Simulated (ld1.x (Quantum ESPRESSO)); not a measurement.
## Before and after: RRKJ potential for Er

- Element: erbium (Er)
- Generator: ld1.x (Quantum ESPRESSO) 7.5
- Type: norm-conserving RRKJ (Kleinman–Bylander form)
- Functional: PBE
- Relativity: scalar-relativistic
- Frozen core: [Kr] 4d10
- Valence charge: 22
- Reference configuration: 4f12 5s2 5p6 5d0 6s0 6p0 (charge +2)
- Partial waves: 5s (bound): rc 2.00 bohr; 5p (bound): rc 2.40 bohr; 4f (bound): rc 0.70 bohr; 5d (bound, empty): rc 2.50 bohr
- Local potential: the d channel
- Core correction: a·sin(br)/r model core inside 0.55 bohr

Change: reference 4f11 5s2 5p6 5d1 6s2 6p0 (6s counted twice).

Cutoffs: the cutoffs (Ry, on a coarse ladder) from which the occupation-weighted sum of valence levels, in a spherical-Bessel basis at the reference potential, stays within 10 and 1 mRy of its value at 400 Ry; they do not see the model core or the augmentation charge, which bear on the density cutoff. Errors are all-electron minus pseudo energies relative to the spin-unpolarised reference configuration.

Question: What does the change do?

Answer: The miss of the reference levels goes from 0.00 to 0.31 eV; the number of tests that count goes from 7 to 5; neither file shows a bound ghost at the reference potential, the only one tested. In the changed file ld1.x takes every shell without a wave as core, so the model core holds the 6s electrons as well and exchange and correlation see them twice. This cancels in the reference configuration, but the file is broken for other ones, and its errors say nothing about a proper core correction.

```csv
quantity,base,changed
"cutoff, loose",over 300 Ry,over 300 Ry
"cutoff, tight",over 300 Ry,over 300 Ry
bound ghosts,none,none
"largest miss of a reference level, eV",0.00,0.31
"tests counted (converged, no solver errors)",7 of 7,5 of 7
s: phases at 2.72 bohr within 0.05 rad from the reference energy up to (Ry; the scan ends near 5),-1.6,-0.7
p: phases at 2.72 bohr within 0.05 rad from the reference energy up to (Ry; the scan ends near 5),-0.9,-0.3
d: phases at 2.72 bohr within 0.05 rad from the reference energy up to (Ry; the scan ends near 5),2.3,3.1
f: phases at 2.72 bohr within 0.05 rad from the reference energy up to (Ry; the scan ends near 5),0.3,1.2
```

Changed file: Tests not counted: 4f12 5s2 5p6 5d0 6s2 6p0 (solver errors, printed error -5049 eV); 4f12 5s2 5p6 5d1 6s1 6p0 (solver errors, printed error -5276 eV). These tests converged, but a pseudo level misses the all-electron one widely, so the file describes the atom poorly there or has found another state: 4f10 5s2 5p6 5d0 6s0 6p0: empty 6p by 2.7 eV.
